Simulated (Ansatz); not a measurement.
The first iterations of a band of BrCl3FH2OTa (9 atoms, charge 0, multiplicity 1).

Computed with RKS PBE/def2-SVP (Ansatz).

```yaml
movable_images: 5
climbing_image: yes
spring: 5.0 eV/Å²
optimiser: quadratic models (default)
start_path: through a guess of the saddle point
force_threshold: 0.03 eV/Å
iteration_limit: 60
end_points: relaxed
```

Image 0:

```xyz
9
Properties=species:S:1:pos:R:3
Ta -0.136 -0.022 0.159
F 1.668 -0.576 0.412
Cl -0.359 -0.180 2.509
Cl 0.439 0.468 -2.065
Cl -1.750 1.684 0.140
O -1.105 -1.576 -0.199
H -1.621 -2.210 0.329
Br 1.558 2.571 0.849
H 2.781 1.817 0.950
```

Image 6:

```xyz
9
Properties=species:S:1:pos:R:3
Ta -0.295 0.529 0.212
F 1.830 -0.503 0.496
Cl -0.474 0.176 2.547
Cl 0.395 0.753 -2.019
Cl -2.246 1.693 -0.016
O -0.789 -1.267 -0.050
H -0.643 -2.125 0.387
Br 1.449 2.364 0.823
H 2.247 0.358 0.705
```

| iteration | highest image above the first end (eV) | largest band force component (eV/Å) |
| --- | --- | --- |
| 1 | 4.474 | 11.541 |
| 2 | 3.339 | 3.266 |
| 3 | 1.652 | 1.899 |
| 4 | 0.801 | 0.933 |
| 5 | 0.839 | 1.877 |
| 6 | 0.574 | 0.497 |

Problem. Does the band converge within its limit, and where does its top end?

Solution. The forces met the threshold. It ended after 19 iterations with the highest image 0.347 eV above the first end. A vibrational analysis at the climbing image gives one clearly imaginary mode, 368i cm⁻¹: a first-order saddle point. The orbitals stay closed-shell, which can raise the energy where a bond breaks towards radicals; this wasn't checked here.

Run time: 5.2 min on 4 threads of Arm Neoverse V1 (shared host), peak memory 0.28 GiB.
